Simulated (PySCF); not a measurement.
Protons, H atoms and electrons added to or taken from C=C(F)F. Isolated molecules, 0 K electronic values unless said otherwise. One relaxed conformer stands for each flexible species; it need not be the lowest. Strings in code marks are SMILES.

Quantity: vertical ionisation energy (energy after one electron is removed minus that of the parent at the parent's geometry), in eV.

Level 1: PBE-D3(BJ)/def2-TZVP // r2SCAN-D4/def2-TZVP (PySCF)
Level 2: minus the HOMO energy of HF/3-21G // r2SCAN-D4/def2-TZVP (PySCF)
Level 3: minus the HOMO energy of PBE-D3(BJ)/def2-TZVP // r2SCAN-D4/def2-TZVP (PySCF)
Level 4: minus the HOMO energy of r2SCAN-D4/def2-TZVP (PySCF)

```csv
species,level 1,level 2,level 3,level 4
`C[C+](F)F`,21.16,22.95,17.11,17.55
`C=C(F)F`,10.31,10.70,6.47,6.73
```
